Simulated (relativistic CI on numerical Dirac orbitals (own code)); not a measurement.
What each ingredient does to the levels of Tl VI

Base calculation: Dirac-Coulomb-Breit CI, KLI orbitals optimised for each configuration, QED by a radiative potential, valence Slater integrals scaled by 0.85, P86 correlation energy added to each configuration.

Configuration list (outside the closed core [Kr] 4d10 4f14): 5s²5p⁶5d⁸, 5s²5p⁶5d⁷6s, 5s²5p⁶5d⁷5f, 5s²5p⁶5d⁷6p, 5s²5p⁶5d⁷5g, 5s²5p⁵5d⁹, 5s²5p⁶5d⁷6d, 5s²5p⁶5d⁷7s, 5s²5p⁶5d⁶6s6p, 5s²5p⁶5d⁷7p, 5s²5p⁶5d⁷7d, 5s²5p⁶5d⁷6f, 5s²5p⁶5d⁷8s, 5s²5p⁶5d⁷8p, 5s²5p⁶5d⁷7f, 5s²5p⁶5d⁶5f6s, 5s²5p⁵5d⁸5f, 5s5p⁶5d⁹, 5s²5p⁵5d⁸5g, 5s²5p⁶5d⁶6p6d, 5s²5p⁵5d⁸6s, 5s²5p⁶5d⁶6s², 5s²5p⁶5d⁵5f6s², 5s²5p⁶5d⁵6s²6p, 5s²5p⁶5d⁵5g6s², 5s²5p⁶5d⁵6s²6d. Double excitations out of closed p, d and f shells are left out; levels of such configurations are missing from the list, as are those of other unlisted configurations, and high levels can miss mixing partners.

Variants: (1) valence Slater integrals scaled by 0.75; (2) no correlation estimate; (3) QED terms removed. Shifts of the energy above 5s²5p⁶5d⁸ ³F4, in cm⁻¹, for the lowest level and the first level of each name with at least 55 % of one term (blank where a level changes its place among those of its configuration and J or its character, or is not in the variant):

```csv
Level,Base,Δ(1),Δ(2),Δ(3)
5s²5p⁶5d⁸ ³F4,0.0,0.0,0.0,0.0
5s²5p⁶5d⁸ ³F3,17388.6,+43.4,+0.3,-48.0
5s²5p⁶5d⁸ ³P0,24626.0,-2391.7,-12.8,-14.9
5s²5p⁶5d⁸ ³P1,30611.0,-1478.4,-22.0,-50.8
5s²5p⁶5d⁸ ¹G4,33544.9,-1921.6,-6.9,-46.1
5s²5p⁶5d⁸ ¹S0,71706.1,-4858.2,-0.1,-83.5
5s²5p⁶5d⁷6s ⁵F5,132759.4,+658.9,-4569.1,-559.1
5s²5p⁶5d⁷6s ³G5,162372.6,-1010.0,-4571.4,-594.3
5s²5p⁶5d⁷6s ³H6,170011.0,-1702.6,-4571.7,-598.9
5s²5p⁶5d⁷6s ³P0,172943.7,-2061.7,-4558.7,-590.1
5s²5p⁶5d⁷6s ³G3,174020.1,-1606.0,-4573.7,-610.8
5s²5p⁶5d⁷6s ³F4,195551.8,-2705.8,-4573.4,-638.7
5s²5p⁶5d⁷6s ¹F3,199008.1,-3459.1,-4585.5,-626.1
5s²5p⁶5d⁷6s ¹D2,222742.3,-5632.6,-4589.8,-636.2
```

At this charge configurations can still be misplaced by up to about 7 % of their energy. Levels and lines within the n = 5 or 6 shells can be off by up to 10 % or somewhat more, and those that change n by about 2 %, since core polarisation is missing.

Ionisation energy from the two ground configurations alone: base 81.96 eV; valence Slater integrals scaled by 0.75 82.07 eV; no correlation estimate 80.46 eV. The NIST ASD value (theoretical) is 80 eV. The gap of more than 2 % comes from missing correlation, or from a tabulated value that is itself an estimate.

LS names give the leading component of a level, which can be under half, so a name can repeat, a term be missing and a line seem to break the LS rules.
